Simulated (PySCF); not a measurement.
Precursor series Hf F-H. Isolated molecules, 0 K electronic values unless said otherwise. In the def2 sets, heavy atoms carry core potentials. All members: neutral, multiplicity 1. Level: TPSSh-D3(BJ)/def2-TZVP // PBE-D3(BJ)/def2-SVP (PySCF), beside PBE-D3(BJ)/def2-TZVP // PBE-D3(BJ)/def2-SVP (PySCF) at the same geometries.  Orbital energies are measured against the vacuum level.

```csv
species,"LUMO, PBE (eV)","LUMO, TPSSh-D3(BJ) (eV)"
[Hf(H)4],-3.08,-2.49
[Hf(F)2(H)2],-2.94,-2.38
[Hf(F)(H)3],-2.92,-2.35
[Hf(F)3(H)],-2.30,withheld
[Hf(F)4],-1.71,-1.21
```

Fit y = a + b·x, y being the LUMO at the first level, to the 4 complete rows by least squares, with x = the PBE value in eV. Give a, b and the rms residual, and predict the withheld value.

Means of the 4 rows: x̄ = -2.6625, ȳ = -2.1075 eV. Σ(x − x̄)² = 1.2249 and Σ(x − x̄)(y − ȳ) = 1.1526, so b = 0.941 and a = ȳ − b·x̄ = 0.398 eV. The rms residual is 0.008 eV. At x = -2.3 the line gives -1.77 eV. The run for [Hf(F)3(H)] gave -1.76 eV, so the line is off by 0.01 eV, within twice the rms residual.

Codes: PySCF.
